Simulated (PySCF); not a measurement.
B(Me)2(NH2) (C₂H₈BN), SMILES CB(C)N.

Geometry: TPSSh-D3(BJ)/def2-SVP. The values are those of a single conformer.

The numbers are results of PBE/def2-TZVP (PySCF), not measurements.

Symmetry labels are those of the subgroup C2v that the program uses (full group C2v).

Computed valence orbital energies around the gap with their symmetry:
```csv
orbital,symmetry,energy (eV)
HOMO−7,A1,-12.07
HOMO−6,A1,-9.81
HOMO−5,B2,-9.60
HOMO−4,B1,-8.83
HOMO−3,A2,-8.83
HOMO−2,A1,-8.09
HOMO−1,B1,-7.02
HOMO,B2,-6.68
LUMO,A1,0.06
LUMO+1,B2,0.17
LUMO+2,A1,1.18
LUMO+3,B1,1.32
```
